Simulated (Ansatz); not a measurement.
Energy profile

The step: BCl₂F ([F][B]([Cl])[Cl]) + H₂O → BHCl₂O ([OH][B]([Cl])[Cl]) + HF; bonds formed: F2–H5; dative contacts that become bonds: B1–O6; bonds broken: B1–F2, H5–O6 (atoms numbered as in the saddle structure below).

| atom | x (Å) | y (Å) | z (Å) |
| --- | --- | --- | --- |
| B1 | -0.4043 | -0.1774 | -0.2471 |
| F2 | -0.3281 | -0.3511 | 1.3919 |
| Cl3 | 0.1199 | -1.7025 | -1.0068 |
| Cl4 | -1.9969 | 0.4692 | -0.6569 |
| H5 | 0.4418 | 0.3849 | 1.0950 |
| O6 | 0.6695 | 0.8337 | -0.0895 |
| H7 | 1.4980 | 0.5432 | -0.4865 |

Electronic energies by CCSD(T) at an estimated basis limit (MP2 extrapolated from triple and quadruple zeta, plus CCSD(T) − MP2 in triple zeta), on PBE0-D4/def2-TZVP structures; BH2Cl2OF, singlet; no counterpoise correction. Computed with Ansatz 0.2.0 (basis: def2-TZVPP and def2-QZVPP); correlated methods freeze the cores. Extrapolation: Hartree–Fock as exp(−7.88 √X), correlation as X^−2.97.

(1) Give the profile in eV, counted from the separated reactants. (To be estimated.)

T1 diagnostic: at most 0.012.

## Answers

(1) By the calculation:
| point | eV |
| --- | --- |
| separated: BCl2F (linked as [F][B]([Cl])[Cl]; B1, F2, Cl3, Cl4; singlet) + H2O (H5, O6, H7; singlet) | 0.000 |
| start structure | -0.333 |
| saddle | 0.836 |
| end structure | -0.232 |
| separated: BHCl2O (linked as [OH][B]([Cl])[Cl]; B1, Cl3, Cl4, O6, H7; singlet) + HF (F2, H5; singlet) | 0.007 |

The step is the kind of ligand exchange by which a precursor binds to a hydroxyl group, or is hydrolysed, in atomic layer deposition of oxides.

For scale, one of the runs: CCSD(T)/def2-TZVPP, 205 basis functions (an equivalent command: `ansatz run in.yaml --threads 4`). Time: 70 s of wall clock on 4 CPU threads; the host was shared. Peak host memory: 2.7 GiB.
